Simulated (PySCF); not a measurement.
SiEtF3, C2H5F3Si.
Bonds: Si1–C2, Si1–F9, Si1–F10, Si1–F11, C2–C3. Hydrogens: H4, H5 on C2; H6, H7, H8 on C3.

Level of theory: PySCF 2.14.0, PBE0-D3(BJ)/def2-SVP geometry optimisation, gas phase.

**Question.** List the bond lengths, angles and torsions at this level.

**Answer.** 
```csv
bond,length (bohr)
Si1–C2,3.474
"Si1–F9, Si1–F10, Si1–F11",3.034
C2–C3,2.889
"C2–H4, C2–H5",2.085
"C3–H6, C3–H7, C3–H8",2.079
```

Bonds in one row agree within 0.02 bohr and their mean is given. A selection of angles:
```csv
angle,degrees
C2–Si1–F9,111.8
F9–Si1–F10,106.4
F9–Si1–F11,107.1
Si1–C2–C3,113.5
Si1–C2–H4,107.4
C3–C2–H4,111.0
H4–C2–H5,105.8
C2–C3–H6,111.2
H6–C3–H7,107.6
```

Dihedral angles: F9–Si1–C2–C3 58° (synclinal).

All 3 F–Si bonds measure 1.605 to 1.606 Å. Si1 (silicon bonded to C and 3 F) is tetrahedral (angles from 106.4° to 112.2°).

PBE0-D3(BJ)/def2-SVP frequencies: not computed here.
